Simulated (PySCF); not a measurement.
Species: sum formula SiNH$_{4}$, charge -1, multiplicity 1. It need not be the lowest isomer of its formula. Whether it binds its extra electron was not tested at this geometry. SMILES: [NH-][SiH3]
Geometry: optimised at B3LYP-D3(BJ)/def2-TZVP (Ansatz).

Dispersion corrections to the total energy (kcal/mol) from the dftd3 and dftd4 libraries through PySCF: D3(BJ) without and D4 with the three-body term, each with the damping fitted for the functional named.

```tsv
functional	D3(BJ)	D4
revPBE	-4.77	-8.51
B3LYP	?	-4.03
B2PLYP	-1.51	?
HF	-17.85	-9.73
LC-wPBE	-1.69	-2.77
PBE0	?	-2.06
TPSSh	-2.09	-3.05
```

Q: Some entries are withheld; supply them.

A: 
- B3LYP, D3(BJ): -3.27
- B2PLYP, D4: -1.72
- PBE0, D3(BJ): -1.56
